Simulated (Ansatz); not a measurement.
Start from `[F][Ga]([F])[Cl]` and change one element to get `[F][In]([F])[Cl]`.

Ansatz, PBE0-D4/def2-TZVP geometries, multiplicity 1. 

Elements past krypton have def2 core potentials. Scalar relativity is left out up to krypton.

```tsv
property	`[F][Ga]([F])[Cl]`
size of the dipole moment (ωB97M-V/def2-TZVPP) / D	0.99
zero-point energy (PBE0-D4/def2-TZVP) / kJ/mol	14.4
HOMO energy (ωB97M-V/def2-TZVPP) / eV	-12.39
HOMO energy (PBE/def2-TZVPP) / eV	-8.58
size of the dipole moment (PBE/def2-TZVPP) / D	0.95
HOMO energy (PBE0/def2-TZVPP) / eV	-10.09
```

Question: What does the change do to each property? (Best estimate.)

Answer: The calculation gave: 
| property | `[F][In]([F])[Cl]` | shift |
| --- | --- | --- |
| size of the dipole moment (ωB97M-V/def2-TZVPP) / D | 1.19 | 0.20 |
| zero-point energy (PBE0-D4/def2-TZVP) / kJ/mol | 11.9 | -2.5 |
| HOMO energy (ωB97M-V/def2-TZVPP) / eV | -12.20 | 0.19 |
| HOMO energy (PBE/def2-TZVPP) / eV | -8.42 | 0.16 |
| size of the dipole moment (PBE/def2-TZVPP) / D | 1.13 | 0.18 |
| HOMO energy (PBE0/def2-TZVPP) / eV | -9.90 | 0.19 |

With PBE0 the HOMO rises by 0.19 eV and the LUMO falls by 1.04 eV, so the gap narrows by about 1.23 eV. PBE moves the HOMO by 0.16 eV and ωB97M-V by 0.19 eV. Dipoles are sizes alone; their direction can turn.
